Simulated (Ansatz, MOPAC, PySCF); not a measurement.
Dimer: CH5N (SMILES CN) (first 7 atoms) with H4OSi (SMILES O[SiH3]); geometry from B3LYP-D3(BJ)/def2-TZVP, rigid monomers moved along the line of their centres of mass till N2···H10 is 2.07 Å.
(charge 0, multiplicity 1):
| atom | x (Å) | y (Å) | z (Å) |
|---|---|---|---|
| C | 0.2380 | -0.3606 | -0.1201 |
| N | -0.2685 | 0.9711 | 0.2359 |
| H | -0.4584 | -1.1158 | 0.2446 |
| H | 1.1923 | -0.5243 | 0.3807 |
| H | 0.3809 | -0.5119 | -1.1949 |
| H | -1.1639 | 1.1479 | -0.2046 |
| H | 0.3660 | 1.6961 | -0.0786 |
| O | -0.5256 | 0.9929 | 3.2809 |
| Si | -0.0883 | -0.3882 | 4.0360 |
| H | -0.4589 | 1.0324 | 2.2944 |
| H | -0.9067 | -1.5555 | 3.6045 |
| H | -0.2738 | -0.1891 | 5.4903 |
| H | 1.3340 | -0.7493 | 3.7803 |

Interaction energies are E(AB) − E(A) − E(B) at the monomers' geometry in the complex; basis-set methods are counterpoise corrected. Rows marked so take none.

Rows in 6-31G*, STO-3G carry no dispersion term and start afresh at each structure (6-31G* with six Cartesian d functions). The state that PM6 reach isn't checked.

Programs: Ansatz (a program for electronic structure); MOPAC for PM6 (differences of heats of formation); PySCF for 6-31G* rows, STO-3G rows, the dispersion terms. Values without a source in brackets are computed.

**Question.** One of these levels gives -6.46 kcal/mol for the interaction energy. Name it.
A. PM6
B. HF/STO-3G (no counterpoise)
C. PBE-D4/def2-TZVPPD
D. HF/6-31G* (no counterpoise)

**Answer.** A, PM6. The others give -5.73 (HF/STO-3G (no counterpoise)), -9.06 (HF/6-31G* (no counterpoise)), -10.61 (PBE-D4/def2-TZVPPD)
